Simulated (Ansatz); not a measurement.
Two structures of CH$_{8}$SeSi, closed shell, reached by relaxing down either side of one saddle point (PBE0-D4/def2-TZVP). Energies are electronic, without zero-point energy. Ansatz 0.2.0; basis: def2-TZVPP and def2-QZVPP; cores frozen in the correlated methods. Filled d shells of the heavier atoms are correlated. The def2 sets are not built for correlating such inner shells, so the correlated values are less sure here. Extrapolation: Hartree–Fock as exp(−7.88 √X), correlation as X^−2.97. First:

Si1  (-1.196, 0.268, -0.015)
C2  (-0.434, -1.261, 0.741)
H3  (-0.888, 0.354, -1.470)
H4  (-2.676, 0.262, 0.140)
H5  (-0.673, 1.502, 0.635)
H6  (2.010, 1.880, -0.070)
Se7  (2.817, 0.871, -0.766)
H8  (-0.661, -1.320, 1.808)
H9  (0.651, -1.240, 0.619)
H10  (-0.819, -2.163, 0.262)
H11  (1.868, 0.846, -1.884)
(Å)

Second:

```
11
angstrom
Si -0.8679 1.7634 -0.7614
C 0.4129 -1.8530 1.0324
H -1.5017 1.4023 -2.0540
H -1.3369 0.8270 0.2898
H -1.2203 3.1565 -0.3950
H 0.8889 -0.8776 1.1313
Se 1.4055 1.7676 -0.9273
H -0.4133 -1.9274 1.7390
H 1.1408 -2.6369 1.2403
H 0.0306 -1.9735 0.0184
H 1.4612 0.3514 -1.3134
```

Question: Which bonds change from the first to the second?

Answer: CH₆Si ([CH3][SiH3]) + H₂Se → SiH₄Se ([SiH3][SeH]) + CH₄; bonds formed: Si1–Se7, C2–H6; bonds broken: Si1–C2, H6–Se7.

Question: Give the saddle point's structure and its height above each. (Judge from chemistry; the value comes from the calculation.)

Answer: Computed: 2.339 eV above the first and 3.004 eV above the second (CCSD(T) at an estimated basis limit (MP2 extrapolated from triple and quadruple zeta, plus CCSD(T) − MP2 in triple zeta)).
Si1  (-0.819, 0.708, -0.201)
C2  (0.036, -1.054, 0.682)
H3  (-0.915, 0.729, -1.674)
H4  (-2.113, 0.059, 0.211)
H5  (-0.774, 1.925, 0.636)
H6  (0.724, -0.077, 0.208)
Se7  (1.806, 1.356, -0.596)
H8  (-0.462, -0.945, 1.644)
H9  (1.036, -1.471, 0.852)
H10  (-0.500, -1.726, 0.013)
H11  (1.981, 0.495, -1.775)
(Å)

The T1 diagnostic stays at or below 0.011.

Labels in which every atom is bracketed show which atoms are joined, not bond orders.

For scale, one of the runs: CCSD(T)/def2-TZVPP, 233 basis functions, launched by `ansatz run in.yaml --threads 4 --pin off --events-out ev --progress --plain --max-ram 9574MiB`. Hardware: 4 CPU threads of an Arm Neoverse V1, shared host. Wall time 2 min; peak host memory 4 GiB.
